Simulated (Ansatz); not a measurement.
A series at B: from `OB(O)O`, ligands are replaced one by one, each step taking up NH₃ and setting free H₂O; n counts the steps. Ansatz, PBE0-D4/def2-TZVP geometries. Each molecule was computed in one conformer, which needn't be the lowest.

```csv
n,molecule,"HOMO energy, ωB97M-V/def2-TZVPP (eV)"
0,`OB(O)O`,?
1,`NB(O)O`,-10.01
2,`NB(N)O`,-9.21
3,`NB(N)N`,-8.96
```

Question: By hand: fit a straight line y = ȳ + b (n − n̄) to the 3 given rows and predict n = 0.

Answer: n̄ = 2.000, ȳ = -9.393; Σ(n − n̄)(y − ȳ) = 1.050, Σ(n − n̄)² = 2.000, so b = 0.525 eV a step. Prediction: -9.393 + (0.525) × (-2.000) = -10.44 eV.

Question: By hand: compare with the computed value, -11.81 eV, and give the steps along the whole series.

Answer: The line misses by -1.37 eV (computed minus predicted). Steps: 1.80, 0.80, 0.25 eV.

One step carries most of the change, so a line is a poor guide. The highest orbital can change its character along such a series. The miss is 48.1 % of the series' range.
